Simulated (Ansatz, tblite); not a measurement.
Cost and result up the ladder for (MgO)2 ring (Mg2O2) (4 atoms). Charge 0, multiplicity 1. Geometry: r2SCAN-D4/def2-TZVP.

```xyz
4

Mg   -0.662   -0.790    0.607
O    -0.242   -0.725   -1.208
Mg    0.662    0.790   -0.607
O     0.242    0.725    1.208
```

Ansatz on 4 threads of Arm Neoverse V1 on a shared host; xTB runs through tblite on one thread. Times are rough, summed over both states, and most runs start from the orbitals of an earlier one. PBE0-D4/def2-TZVP serves as the yardstick here, not as an exact answer. The other state is a triplet.

The xTB rows come from tblite.

xTB has no spin-polarisation term.

```tsv
level	functions	wall time
GFN1-xTB	16	0.005 s
GFN2-xTB	26	0.008 s
PBE-D4/def2-TZVP	126	4.2 s
r2SCAN-D4/def2-TZVP	126	10 s
PBE0-D4/def2-TZVP	126	12 s
```

(1) Estimate what each level gives for the vertical triplet (eV).

## Answers

(1) 
| level | vertical triplet (eV) | difference from PBE0-D4/def2-TZVP (eV) |
| --- | --- | --- |
| GFN1-xTB | 2.25 | 0.46 |
| GFN2-xTB | 1.54 | -0.25 |
| PBE-D4/def2-TZVP | 1.64 | -0.16 |
| r2SCAN-D4/def2-TZVP | 1.64 | -0.16 |
| PBE0-D4/def2-TZVP | 1.79 | 0.00 |
